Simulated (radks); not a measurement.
The numbers below are computed, except where a source is named.
Species: In2+. Configuration: [Kr] 4d10 5s1. Level of theory: non-relativistic Kohn-Sham, PBE, spin-polarised, spherical densities, point nucleus; open shells are filled with parallel spins first (spin-orbit coupling, left out, can overturn this in heavy ions); relativity is left out, which matters for an element this heavy (a radial shooting solver on a logarithmic mesh with Libxc functionals). Some entries of the table are withheld. Estimate them.

orbital  occ.  eigenvalue (eV)  <1/r> (bohr^-1)  r(max) (bohr)
1s up       1        -26815.05            48.48        0.02056
1s down     1        -26815.02            48.48        0.02056
2s up       1        -3941.803            11.06         0.1140
2s down     1        -3941.793            11.06         0.1140
2p up       3        -3682.375            11.07        0.08926
2p down     3        -3682.362            11.07        0.08926
3s up       1        -759.5338            3.971         0.3279
3s down     1        -759.5054            3.971         0.3279
3p up       3        -653.3483            3.892         0.3144
3p down     3        -653.3202            3.892         0.3144
3d up       5        -456.6414            3.747         0.2587
3d down     5        -456.6193            3.747         0.2587
4s up       1              (1)            1.562            (2)
4s down     1              (3)            1.562            (4)
4p up       3         -93.9146            1.449         0.8277
4p down     3         -93.8232            1.450         0.8277
4d up       5         -37.4690            1.152         0.9261
4d down     5         -37.2148            1.159         0.9250
5s up       1         -23.1222           0.5271          2.124
5s down     0         -22.0602           0.5297          2.119

Answer. 
(1) 4s up eigenvalue (eV): -128.5454
(2) 4s up r(max) (bohr): 0.7965
(3) 4s down eigenvalue (eV): -128.4793
(4) 4s down r(max) (bohr): 0.7966
